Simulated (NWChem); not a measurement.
System: CH4GeO3; SMILES [OH][GeH2][C](O)=O

The following NWChem deck was run.

```
start job
memory heap 200 mb stack 900 mb global 1100 mb
geometry units angstroms noautosym nocenter noautoz
  O      1.152792     1.371989     0.757931
  C      0.092678     1.087238     0.239461
  O     -0.848349     2.000604    -0.071142
  Ge    -0.343012    -0.819552    -0.203699
  O      1.146512    -1.632592     0.369540
  H     -0.502191     2.878241     0.197507
  H     -0.523763    -1.012487    -1.727002
  H     -1.577667    -1.309521     0.587548
  H      1.720520    -0.927378     0.721306
end
basis spherical
  * library pcsseg-1
end
dft
  xc kt2
  iterations 150
end
property
  shielding 8 1 2 3 4 5 6 7 9
end
task dft property
```

NWChem printed, in part:

```
             Northwest Computational Chemistry Package (NWChem) 7.3.0
             --------------------------------------------------------

                             Geometry "geometry" -> ""
                             -------------------------

 Output coordinates in angstroms (scale by  1.889725989 to convert to a.u.)

  No.       Tag          Charge          X              Y              Z
 ---- ---------------- ---------- -------------- -------------- --------------
    1 O                    8.0000     1.15279200     1.37198900     0.75793100
    2 C                    6.0000     0.09267800     1.08723800     0.23946100
    3 O                    8.0000    -0.84834900     2.00060400    -0.07114200
    4 Ge                  32.0000    -0.34301200    -0.81955200    -0.20369900
    5 O                    8.0000     1.14651200    -1.63259200     0.36954000
    6 H                    1.0000    -0.50219100     2.87824100     0.19750700
    7 H                    1.0000    -0.52376300    -1.01248700    -1.72700200
    8 H                    1.0000    -1.57766700    -1.30952100     0.58754800
    9 H                    1.0000     1.72052000    -0.92737800     0.72130600

 Effective nuclear repulsion energy (a.u.)     366.1488801762

                              NWChem Property Module
                              ----------------------

  itol2e modified to match energy
  convergence criterion.

                                 NWChem DFT Module
                                 -----------------

 Summary of "ao basis" -> "ao basis" (spherical)
 ------------------------------------------------------------------------------
       Tag                 Description            Shells   Functions and Types
 ---------------- ------------------------------  ------  ---------------------
 O                          pcsseg-1                 7       17   3s3p1d
 C                          pcsseg-1                 7       17   3s3p1d
 Ge                         pcsseg-1                15       41   5s7p3d
 H                          pcsseg-1                 3        5   2s1p

  itol2e modified to match energy
  convergence criterion.

[...]

          -----------------------------------------
          Chemical Shielding Tensors (GIAO, in ppm)
          -----------------------------------------

                                NWChem CPHF Module
                                ------------------

  scftype          =     RHF
  nclosed          =       33
  nopen            =        0
  variables        =     3168
  # of vectors     =        3
  tolerance        = 0.10D-03
  level shift      = 0.00D+00
  max iterations   =       50
  max subspace     =       30

 SCF residual:    6.5289956335941717E-005

Iterative solution of linear equations
  No. of variables     3168
  No. of equations        3
  Maximum subspace       30
        Iterations       50
       Convergence  1.0D-04

   iter   nsub   residual    time
   ----  ------  --------  ---------
     1      3    3.75D-05      52.5

      Atom:    1  O
        Diamagnetic
    413.9768      3.0885      8.8530
      3.0885    397.2328      1.6420
      8.8530      1.6420    399.6177

        Paramagnetic
   -695.5199    106.2311   -221.1496
    106.2311   -643.4045    -11.2980
   -221.1496    -11.2980   -281.0458

        Total Shielding Tensor
   -281.5431    109.3197   -212.2966
    109.3197   -246.1717     -9.6561
   -212.2966     -9.6561    118.5719

           isotropic =    -136.3810
          anisotropy =    -434.7538

          Principal Components and Axis System
                 1           2           3
             -426.2168    216.3199   -199.2460

      1         0.8197     -0.4110      0.3989
      2        -0.4810     -0.1160      0.8690
      3         0.3109      0.9042      0.2928

      Atom:    2  C
        Diamagnetic
    262.7860     -3.1224     12.3712
     -3.1224    259.4153      1.7545
     12.3712      1.7545    240.5418

        Paramagnetic
   -240.4564     48.4466    -26.6584
     48.4466   -319.1635      2.6650
    -26.6584      2.6650   -179.9119

        Total Shielding Tensor
     22.3296     45.3241    -14.2872
     45.3241    -59.7482      4.4195
    -14.2872      4.4195     60.6300

           isotropic =       7.7371
          anisotropy =    -132.4190

          Principal Components and Axis System
                 1           2           3
              -80.5422     66.5543     37.1993

      1        -0.4103     -0.4108      0.8142
      2         0.9092     -0.1158      0.3998
      3        -0.0700      0.9043      0.4210

      Atom:    3  O
        Diamagnetic
    390.7662     -5.4461      5.5411
     -5.4461    409.1184      1.6198
      5.5411      1.6198    379.7413

        Paramagnetic
   -323.9173   -131.9574    -52.3329
   -131.9574   -303.8404    -67.3640
    -52.3329    -67.3640   -278.2446

        Total Shielding Tensor
     66.8489   -137.4035    -46.7918
   -137.4035    105.2780    -65.7442
    -46.7918    -65.7442    101.4967

           isotropic =      91.2079
          anisotropy =     205.5028

          Principal Components and Axis System
                 1           2           3
              228.2097    131.1641    -85.7502

      1        -0.6078     -0.4109      0.6795
      2         0.7741     -0.1156      0.6224
      3        -0.1772      0.9043      0.3884

      Atom:    4  Ge
        Diamagnetic
   2758.8508     -0.5214      1.6854
     -0.5214   2765.5294      1.1142
      1.6854      1.1142   2755.9100

        Paramagnetic
  -1225.4928   -162.5928     38.6402
   -162.5928  -1434.6055    -84.1750
     38.6402    -84.1750  -1349.3980

[...]
```

Level: KT2/pcSseg-1, GIAO. The geometry was optimised at B3LYP/6-31G* (spherical d). The output numbers the shielded atoms by their place in the input's list. The printed shielding anisotropy is the first printed principal value minus the mean of the other two.
